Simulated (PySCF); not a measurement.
Si(H)2(SeH)2 (H4Se2Si), SMILES [SeH][SiH2][SeH]. Coordinates come from a PBE-D3(BJ)/def2-SVP optimisation. This is a generated structure with no PubChem entry under its InChIKey; it may be hypothetical. The values are those of a single conformer.

All values below come from PySCF 2.14.0 with PBE-D3(BJ)/def2-SVP.

Harmonic wavenumbers (cm⁻¹): 92, 198, 203, 336, 423, 429, 563, 651, 748, 806, 881, 2161, 2176, 2357, 2358. Rotational constants (GHz): 9.798, 0.8367, 0.7854; symmetry number 2.

Problem. Work out the zero-point energy and the ideal-gas rigid-rotor harmonic-oscillator thermochemistry at 298.15 K and 1 atm.

Solution. ZPE = ½ Σ hcν = ½ × 14381 cm⁻¹ = 20.56 kcal/mol. H − E(el) = 25.04 kcal/mol. Entropy in cal/(mol K): translation 41.63, rotation 26.93, vibration 12.34, total 80.90. G − E(el) = 0.92 kcal/mol. Cp = 21.98 cal/(mol K). Modes under 150 cm⁻¹ make the vibrational entropy uncertain.
